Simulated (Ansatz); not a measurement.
Computed with Ansatz on PBE0-D4/def2-TZVP structures; ΔE is electronic, products minus reactants. CBS: MP2 limit from def2 TZ/QZ plus the TZ coupled-cluster correction, frozen cores. Functionals use def2-TZVPP. For Ga outer-core shells are correlated without core-valence functions, which leaves a few kJ/mol of doubt a bond. Scalar relativity is left out up to krypton. One conformer a species, not always the lowest.

Consider the cleavage of the Si–Si bond: `[SiH3][SiH2][CH2][GaH2]` + `CC(=N)O` → `C/C(O)=N\[SiH3]` + `[SiH3][CH2][GaH2]`.

`[SiH3][SiH2][CH2][GaH2]`:

Cartesian coordinates in Å:
```
Si 1.351 0.767 -2.005
Si -0.190 -0.346 -0.639
C -0.088 0.197 1.152
Ga -1.416 -0.753 2.250
H 1.111 2.236 -1.952
H 1.247 0.321 -3.421
H 2.737 0.506 -1.527
H 0.049 -1.816 -0.739
H -1.565 -0.102 -1.167
H -0.267 1.275 1.198
H 0.921 -0.010 1.520
H -1.036 -2.128 2.907
H -2.854 -0.147 2.422
```

`CC(=N)O`:

```xyz
9

C     0.704   -0.589   -0.495
C    -0.289    0.227    0.265
N    -1.085    1.113   -0.157
O    -0.275   -0.079    1.576
H     1.707   -0.415   -0.098
H     0.485   -1.651   -0.368
H     0.687   -0.340   -1.554
H    -0.993    1.245   -1.158
H    -0.940    0.489    1.989
```

`C/C(O)=N\[SiH3]`:

```xyz
12

C    -0.714   -1.102   -0.879
C    -0.538   -0.545    0.497
O    -1.275   -1.240    1.383
N     0.166    0.424    0.885
Si    1.204    1.506    0.052
H    -1.769   -1.059   -1.158
H    -0.121   -0.553   -1.606
H    -0.421   -2.154   -0.887
H    -1.114   -0.827    2.244
H     0.709    2.891    0.262
H     1.304    1.268   -1.421
H     2.568    1.391    0.629
```

`[SiH3][CH2][GaH2]`:

Z-matrix (Å, degrees):
```
Si
C 1 1.867
H 1 1.490 2 110.5
H 1 1.489 2 112.2 3 120.5
H 1 1.490 2 110.5 3 -118.9
Ga 2 1.967 1 112.9 3 59.5
H 2 1.094 1 108.2 3 -179.2
H 2 1.094 1 108.2 3 -61.6
H 6 1.571 2 119.7 1 -89.4
H 6 1.571 2 119.7 1 89.8
```

Question: Is it downhill or uphill in electronic energy at CCSD(T)/CBS, and by how much? (An estimate is asked.)

Answer: Computed: Downhill: ΔE = -41.5 kJ/mol.

Question: What do these levels give: PBE-D4, r2SCAN, PBE0, SCS-MP2/def2-TZVPP, HF/def2-QZVPP, SCS-MP2/def2-QZVPP? (Best estimate.)

Answer: The calculation gave: PBE-D4 -26.7, r2SCAN -38.9, PBE0 -30.9, SCS-MP2/def2-TZVPP -51.6, HF/def2-QZVPP -59.3, SCS-MP2/def2-QZVPP -52.3 kJ/mol.

Largest T1 diagnostic among the species: 0.013.

In def2-TZVPP, CCSD(T) changes the Hartree–Fock value by +17.2 kJ/mol (the triples alone add +1.3 kJ/mol) and MP2 by +7.7 kJ/mol. From PBE to PBE0 (25 % exact exchange), in def2-TZVPP and without D4, ΔE moves by −4.5 kJ/mol.
